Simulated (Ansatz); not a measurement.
Z-matrix (Å, degrees):
```
B
F 1 1.307
Br 1 1.901 2 119.1
Br 1 1.901 2 119.1 3 180.0
```

Total charge 0; spin multiplicity 1.

**Question.** List the CAM-B3LYP/def2-TZVPP orbital energies in eV (the Gaussian-basis code of Ansatz). (An estimate is asked.)

**Answer.** Computed: Occupied: -13141.58, -13141.58, -1703.07, -1703.07, -1534.82, -1534.82, -1534.77, -1534.77, -1534.75, -1534.75, -674.97, -239.16, -239.16, -189.98, -180.08, -180.08, -179.91, -179.91, -179.85, -179.85, -74.42, -74.42, -74.38, -74.38, -74.33, -74.33, -74.19, -74.19, -74.19, -74.19, -36.52, -24.72, -23.95, -18.16, -15.94, -15.75, -14.70, -12.03, -11.25, -10.89, -10.34, -9.95. Lowest empty: -0.19, 1.26, 2.15, 3.47, 3.59, 3.94, 4.15, 6.03.
